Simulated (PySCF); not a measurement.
# Adding and removing an electron: TlSe

UHF-CCSD(T); PySCF, scalar-relativistic core potentials, basis sets Tl cc-pVDZ-PP with ECP60, Se cc-pVDZ-PP with ECP10. Neutral (UHF): doublet (π ↑), Re = 2.743 Å, ωe = 175 cm⁻¹, De = 2.37 eV.

TlSe⁺ (UHF): triplet (π ↑↑), Re = 3.351 Å, ωe = 76.7 cm⁻¹. The energies at the minima are -543.61397 hartree for TlSe and -543.35242 for TlSe⁺.

Task: Work out the adiabatic ionisation energy, without and with harmonic zero-point energies (1 hartree = 27.2114 eV, 1 eV = 8065.5 cm⁻¹), and the change of the bond length.

Result: At UHF-CCSD(T): 0.26155 hartree = 7.117 eV between the minima; the zero-point term (76.7 − 175.0)/2 cm⁻¹ = -0.006 eV makes it 7.111 eV. Re changes by +60.8 pm against the neutral. The electron leaves a π orbital, and the ion is left as a loose complex of an ion and an atom.

Correlated steps freeze 8 core orbitals. Correlated levels converge slowly with the basis: in double zeta they bind strong bonds too weakly, by up to about 1 eV, and carry superposition errors of some tenths. These are scalar-relativistic numbers at best; spin–orbit coupling would shift them, the dissociation energy most. States were picked by a PBE0 search and need not be the measured ground states.
